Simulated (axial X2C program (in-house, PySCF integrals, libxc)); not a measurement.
# Low determinants of ScI⁻ at the PBE0 level, two-component

All values were computed with an in-house all-electron X2C program for linear molecules (integrals from PySCF). Two-component (2c) means X2C with spin–orbit coupling and atomic mean-field two-electron Coulomb and Gaunt terms. Basis: I dyall-acv3z [12s13p9d5f1g], Sc dyall-acv3z [11s12p8d5f2g] (cores contracted in-house); Gaussian nuclei, density fitting, unrestricted open shells. Masses: I 126.904 u, Sc 44.956 u.

Search at 2.810 Å (vertical energies from the lowest determinant):

```tsv
ΔE (eV)	state	electrons beyond evenly filled partner blocks	electrons in ±ω = 1/2, 3/2, 5/2, 7/2
0.00	Ω = 3/2	ω = 3/2	50 21 4 0
0.02	Ω = 5/2	ω = 5/2	50 20 5 0
0.10	Ω = 1/2	ω = 1/2	51 20 4 0
0.65	Ω = 1/2	2 × ω = -1/2, ω = 3/2	50 21 4 0
0.74	Ω = 9/2	ω = 1/2, ω = 3/2, ω = 5/2	49 21 5 0
0.79	Ω = 1/2	ω = 1/2	49 22 4 0
1.18	Ω = 7/2	ω = 1/2, 2 × ω = 3/2	49 22 4 0
```

Lowest determinant, Ω = 3/2 (⟨Sz⟩ = -0.50, ⟨Lz⟩ = 2.00 at PBE0): Re = 2.848 Å, ωe = 183.3 cm⁻¹.

The determinant in row 2 of the search, Ω = 5/2 (⟨Sz⟩ = 0.50, ⟨Lz⟩ = 2.00 at PBE0), was followed along the bond at PBE0; measured from the minimum of the lowest determinant it gives:

Te = 0.015 eV (124 cm⁻¹), Re = 2.847 Å, ωe = 183.5 cm⁻¹.

(1) Compare the bond of the determinant in row 2 with that of the lowest one.

The search compares states at one distance, so a state with another bond length can lie lower; it is not exhaustive and yields mostly the lowest determinant of each block pattern, so other components and higher states of one pattern are missing. These are energies of single determinants, not of spin-adapted states; PBE0 term energies can be off by some tenths of an eV, and the functional has no current term. The lowest determinant need not be the ground state where others lie within half an eV. For an anion, determinants above electron detachment are held by the basis set. The highest occupied level of some functionals is positive through self-interaction error; at Hartree–Fock it is bound. Row 1 has a positive highest level at its minimum. Row 2 has a positive highest level at its minimum.

## Answers

(1) At PBE0 its Re is 0.001 Å shorter and its force constant, which goes as ωe², is 1.00 times that of the lowest determinant. T0 ≈ Te + Δωe/2 = 124 + (0) = 124 cm⁻¹.
